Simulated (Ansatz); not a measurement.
Compare A (`CC(=O)O[SiH2]Cl`) with its isomer B (`O=CC(Cl)O[SiH3]`).

Gas-phase electronic energies from Ansatz, PBE0-D4/def2-TZVP geometries. CCSD(T)/CBS adds triple-zeta CCSD(T) − MP2 to the extrapolated MP2 energy (def2 sets, frozen cores). Functionals use def2-TZVPP. B3LYP here is the variant with VWN-RPA as its local correlation; programs differ in this. One conformer a species, not always the lowest.

Question: Which isomer does CCSD(T)/CBS put lower? Give the gap. (An estimate is asked.)

Answer: The calculation gave: A, by 65.6 kcal/mol.

Question: Give E(B) − E(A) in kcal/mol with CCSD(T)/def2-TZVPP, B3LYP-D4, ωB97M-V, r2SCAN-D4, LDA (SPW92), CCSD(T)/def2-SVP, PBE0-D4. (An estimate is asked.)

Answer: Computed: CCSD(T)/def2-TZVPP 64.9, B3LYP-D4 64.1, ωB97M-V 66.7, r2SCAN-D4 67.8, LDA (SPW92) 66.6, CCSD(T)/def2-SVP 63.4, PBE0-D4 66.6. None reverses the order clearly.

Question: Does the order hold for the free energy at 298.15 K (harmonic terms from PBE0-D4)? (Estimate.)

Answer: The calculation gave: Yes: G(B) − G(A) = +63.0 kcal/mol, for one conformer each. Modes under 60 cm⁻¹, often nearly free rotors, make the harmonic entropy too high.

Largest T1 diagnostic: 0.014.

At CCSD(T), def2-SVP lies −2.2 kcal/mol from the extrapolated value and def2-TZVPP −0.7 kcal/mol. From BLYP to BHLYP (50 % exact exchange), in def2-TZVPP and without D4, E(B) − E(A) moves by +4.5 kcal/mol.
